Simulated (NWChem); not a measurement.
System: CH$_{2}$BrF; SMILES FCBr

The following NWChem deck was run.

```
start job
memory heap 200 mb stack 900 mb global 1100 mb
geometry units angstroms noautosym nocenter noautoz
  F      0.414631     1.966928     0.000000
  C     -0.614916     1.085828     0.000000
  Br     0.062993    -0.768383     0.000000
  H     -1.208518     1.196741     0.907552
  H     -1.208518     1.196741    -0.907552
end
basis spherical
  * library 6-31g*
end
dft
  xc pbe0
  iterations 150
end
cosmo
  do_cosmo_smd true
  solvent water
end
task dft energy
```

Excerpt of the output:

```
             Northwest Computational Chemistry Package (NWChem) 7.3.0
             --------------------------------------------------------

                             Geometry "geometry" -> ""
                             -------------------------

 Output coordinates in angstroms (scale by  1.889725989 to convert to a.u.)

  No.       Tag          Charge          X              Y              Z
 ---- ---------------- ---------- -------------- -------------- --------------
    1 F                    9.0000     0.41463100     1.96692800     0.00000000
    2 C                    6.0000    -0.61491600     1.08582800     0.00000000
    3 Br                  35.0000     0.06299300    -0.76838300     0.00000000
    4 H                    1.0000    -1.20851800     1.19674100     0.90755200
    5 H                    1.0000    -1.20851800     1.19674100    -0.90755200

 Effective nuclear repulsion energy (a.u.)     163.4233445235

                                 NWChem DFT Module
                                 -----------------

 Summary of "ao basis" -> "ao basis" (spherical)
 ------------------------------------------------------------------------------
       Tag                 Description            Shells   Functions and Types
 ---------------- ------------------------------  ------  ---------------------
 F                           6-31g*                  6       14   3s2p1d
 C                           6-31g*                  6       14   3s2p1d
 Br                          6-31g*                 12       32   5s4p3d
 H                           6-31g*                  2        2   2s

 in cosmo_initialize ...
 calling solv_data for solv:h2o

 solvent parameters
 solvname_short: h2o
 solvname_long:  water
 dielec:       78.4000
 dielecinf:     1.7769
 aqueous SMD model solvent descriptors
 dielec:       78.4000
 sola:          0.8200

          ---------------
          -cosmo- solvent
          ---------------
 Cosmo: York-Karplus, doi: 10.1021/jp992097l
 dielectric constant -eps-     =  78.40
 screen = (eps-1)/(eps    )    =   0.98724
 surface charge correction     = lagrangian

   van der Waals surface
 --------------------------

 ---------- ATOMIC COORDINATES (A.U.) ------------ VDWR(ANG.) --
     1    0.78353898    3.71695496    0.00000000     1.730
     2   -1.16202275    2.05191739    0.00000000     1.850
     3    0.11903951   -1.45203332    0.00000000     3.060
     4   -2.28376787    2.26151257    1.71502460     1.200
     5   -2.28376787    2.26151257   -1.71502460     1.200
 number of segments per atom =        128
 number of   points per atom =        128
 atom (   nspa,  nppa )
 ----------------------
    1 (     74,     0 )       0
    2 (     22,     0 )       0
    3 (    110,     0 )       0
    4 (     40,     0 )       0
    5 (     40,     0 )       0
 number of -cosmo- surface points =      286
 molecular surface =    131.219 angstrom**2
 molecular volume  =    132.716 angstrom**3
 -lineq- algorithm             =   0
 -bem- low  level              =   3
 -bem- from -octahedral-
 gaussian surface charge width =   4.50000
 degree of switching           =   1.00000
 switching function tolerance  =   0.00010
 atomic radii =
 --------------
    1  9.000  1.730
    2  6.000  1.850
    3 35.000  3.060
    4  1.000  1.200
    5  1.000  1.200
 ...... end of -cosmo- initialization ......

 nat:                     5
 ixmem:                  1509
 calling mnsol_interface()
 G(SMD-CDS) energy (kcal/mol)  =     1.734
 SMD-CDS SASA (angstrom**2)    =   104.700

            General Information
            -------------------
          SCF calculation type: DFT
          Wavefunction type:  closed shell.
          No. of atoms     :     5
          No. of electrons :    52
           Alpha electrons :    26
            Beta electrons :    26
          Charge           :     0
          Spin multiplicity:     1
          Use of symmetry is: off; symmetry adaption is: off
          Maximum number of iterations: 150
          AO basis - number of functions:    64
                     number of shells:    28
          Convergence on energy requested:  1.00D-06
          Convergence on density requested:  1.00D-05
          Convergence on gradient requested:  5.00D-04

              XC Information
              --------------
                         PBE0 Method XC Functional
                     Hartree-Fock (Exact) Exchange  0.250
          PerdewBurkeErnzerhof Exchange Functional  0.750
            Perdew 1991 LDA Correlation Functional  1.000 local
           PerdewBurkeErnz. Correlation Functional  1.000 non-local

             Grid Information
             ----------------
          Grid used for XC integration:  medium
          Radial quadrature: Mura-Knowles
          Angular quadrature: Lebedev.
          Tag              B.-S. Rad. Rad. Pts. Rad. Cut. Ang. Pts.
          ---              ---------- --------- --------- ---------
          F                   0.50       49           8.0       434
          C                   0.70       49           8.0       434
          Br                  1.15      112           8.0       590
          H                   0.35       45           8.0       434
          Grid pruning is: on
          Number of quadrature shells:   300
          Spatial weights used:  Erf1

      Superposition of Atomic Density Guess
      -------------------------------------

 Sum of atomic energies:       -2710.11632978

      Non-variational initial energy
      ------------------------------

 Total energy =   -2710.865889
 1-e energy   =   -4097.577129
 2-e energy   =    1223.287896
 HOMO         =      -0.347645
 LUMO         =       0.049728

   convergence    iter        energy       DeltaE   RMS-Dens  Diis-err
 ---------------- ----- ----------------- --------- --------- ---------
     COSMO gas phase
 d= 0,ls=0.0,diis     1  -2712.4525595914 -2.88D+03  1.76D-02  7.19D-01
 d= 0,ls=0.0,diis     2  -2712.3779018876  7.47D-02  1.03D-02  1.51D+00
 d= 0,ls=0.0,diis     3  -2712.5393138422 -1.61D-01  8.52D-04  4.41D-03
 d= 0,ls=0.0,diis     4  -2712.5396402211 -3.26D-04  3.38D-04  1.12D-03
 d= 0,ls=0.0,diis     5  -2712.5397224151 -8.22D-05  1.43D-04  1.00D-04
  Resetting Diis
 d= 0,ls=0.0,diis     6  -2712.5397345553 -1.21D-05  3.05D-05  3.84D-06
 d= 0,ls=0.0,diis     7  -2712.5397349536 -3.98D-07  5.53D-06  1.63D-07

   convergence    iter        energy       DeltaE   RMS-Dens  Diis-err
 ---------------- ----- ----------------- --------- --------- ---------
     COSMO solvation phase
 d= 0,ls=0.0,diis     1  -2712.5416261179 -1.89D-03  1.93D-03  2.36D-03
 d= 0,ls=0.0,diis     2  -2712.5422887712 -6.63D-04  4.43D-04  8.98D-04
 d= 0,ls=0.0,diis     3  -2712.5423673699 -7.86D-05  1.65D-04  3.06D-04
 d= 0,ls=0.0,diis     4  -2712.5423968524 -2.95D-05  4.84D-05  8.70D-06
 d= 0,ls=0.0,diis     5  -2712.5423979266 -1.07D-06  1.26D-05  8.48D-07
 d= 0,ls=0.0,diis     6  -2712.5423979976 -7.09D-08  3.16D-06  7.56D-08

         Total DFT energy =    -2712.542397997577
      One electron energy =    -4099.091378800131
           Coulomb energy =     1330.799446604793
    Exchange-Corr. energy =     -107.512850535605
 Nuclear repulsion energy =      163.423344523539

             COSMO energy =       -0.160959790173

 Numeric. integr. density =       52.000001691216

                                COSMO-SMD solvation results
                                ---------------------------

             internal energy in gas <Psi(g)|H|Psi(g)> =     -2712.539734953647
         internal energy in solvent <Psi(s)|H|Psi(s)> =     -2712.538823086556
                               delta internal energy  =         0.000911867091 (    0.57 kcal/mol)
   total free energy in solvent <Psi(s)|H+V/2|Psi(s)> =     -2712.545161627804
 polarization energy contribution <Psi(s)|V/2|Psi(s)> =        -0.006338541248 (   -3.98 kcal/mol)
    total free energy in solvent including G(SMD-CDS) =     -2712.542397997577
                       G(SMD-CDS) energy contribution =         0.002763630228 (    1.73 kcal/mol)
     1 M fixed-concentration free energy of solvation =        -0.002663043930 (   -1.67 kcal/mol)

                       DFT Final Molecular Orbital Analysis
                       ------------------------------------

 Vector   24  Occ=2.000000D+00  E=-3.624506D-01
              MO Center= -7.1D-03,  5.5D-01, -2.2D-09, r^2= 2.8D+00
   Bfn.  Coefficient  Atom+Function         Bfn.  Coefficient  Atom+Function
  ----- ------------  ---------------      ----- ------------  ---------------
    40      0.505378  3 Br py                 4      0.312797  1 F  py
     3     -0.274056  1 F  px                 8      0.238408  1 F  py
    36     -0.225389  3 Br py                18     -0.203253  2 C  py
    39     -0.203323  3 Br px                 7     -0.201713  1 F  px
    17      0.186637  2 C  px                44      0.129124  3 Br py

 Vector   25  Occ=2.000000D+00  E=-3.067651D-01
              MO Center=  5.0D-02, -6.7D-01, -2.1D-09, r^2= 1.7D+00
   Bfn.  Coefficient  Atom+Function         Bfn.  Coefficient  Atom+Function
  ----- ------------  ---------------      ----- ------------  ---------------
    39      0.721406  3 Br px                35     -0.324009  3 Br px
    43      0.325032  3 Br px                40      0.273953  3 Br py
    36     -0.121947  3 Br py                 4      0.116203  1 F  py
    44      0.116750  3 Br py                31      0.097117  3 Br px
     8      0.087109  1 F  py                 6     -0.061492  1 F  s

 Vector   26  Occ=2.000000D+00  E=-2.960928D-01
              MO Center= -2.0D-02, -5.7D-01,  4.8D-09, r^2= 2.0D+00
   Bfn.  Coefficient  Atom+Function         Bfn.  Coefficient  Atom+Function
  ----- ------------  ---------------      ----- ------------  ---------------
    41      0.750930  3 Br pz                45      0.351318  3 Br pz
    37     -0.336381  3 Br pz                19     -0.149278  2 C  pz
    62     -0.119261  4 H  s                 64      0.119261  5 H  s
    33      0.100790  3 Br pz                61     -0.098965  4 H  s
    63      0.098965  5 H  s                  5      0.087225  1 F  pz

 Vector   27  Occ=0.000000D+00  E=-1.575760D-03
              MO Center= -1.7D-01, -9.7D-02, -4.8D-10, r^2= 2.9D+00
   Bfn.  Coefficient  Atom+Function         Bfn.  Coefficient  Atom+Function
  ----- ------------  ---------------      ----- ------------  ---------------
    20      0.884019  2 C  s                 44     -0.728765  3 Br py
    22     -0.562013  2 C  py                40     -0.443745  3 Br py
    18     -0.415081  2 C  py                42     -0.411488  3 Br s
    43      0.248853  3 Br px                38      0.245770  3 Br s
    21      0.217539  2 C  px                36      0.190792  3 Br py

 Vector   28  Occ=0.000000D+00  E= 1.211413D-01
              MO Center= -5.7D-01,  1.0D+00, -1.6D-09, r^2= 2.7D+00
   Bfn.  Coefficient  Atom+Function         Bfn.  Coefficient  Atom+Function
  ----- ------------  ---------------      ----- ------------  ---------------
    21      1.090599  2 C  px                62      0.831237  4 H  s
    64      0.831237  5 H  s                 20     -0.635512  2 C  s
     6     -0.627251  1 F  s                 17      0.413501  2 C  px
    22      0.407193  2 C  py                 8      0.282019  1 F  py
     7      0.235202  1 F  px                38      0.231663  3 Br s

 Vector   29  Occ=0.000000D+00  E= 1.484457D-01
              MO Center= -9.7D-01,  1.1D+00, -3.6D-09, r^2= 2.9D+00
   Bfn.  Coefficient  Atom+Function         Bfn.  Coefficient  Atom+Function
  ----- ------------  ---------------      ----- ------------  ---------------
    20      1.815896  2 C  s                 62     -0.989941  4 H  s
    64     -0.989941  5 H  s                 22      0.566457  2 C  py
     6     -0.551587  1 F  s                 38     -0.422663  3 Br s
    42     -0.393608  3 Br s                  7      0.341515  1 F  px
    18      0.299772  2 C  py                 3      0.235745  1 F  px

     Multipole analysis of the density
     ---------------------------------

     L   x y z        total         alpha         beta         nuclear
     -   - - -        -----         -----         ----         -------
     0   0 0 0     -0.000000    -26.000000    -26.000000     52.000000

     1   1 0 0     -0.868276     -0.273419     -0.273419     -0.321439
     1   0 1 0      0.434996      0.484519      0.484519     -0.534042
     1   0 0 1     -0.000000     -0.000000     -0.000000      0.000000

     2   2 0 0    -20.870373    -22.712355    -22.712355     24.554337
     2   1 1 0     -2.514281      0.979911      0.979911     -4.474103
     2   1 0 1     -0.000000     -0.000000     -0.000000      0.000000
     2   0 2 0    -22.264426   -127.945654   -127.945654    233.626883
     2   0 1 1      0.000000      0.000000      0.000000      0.000000
     2   0 0 2    -21.529878    -13.706248    -13.706248      5.882619
```

Level: PBE0/6-31G* (spherical d), SMD on the gas-phase geometry. The geometry was optimised at B3LYP/6-31G* (spherical d). Solvent: water.
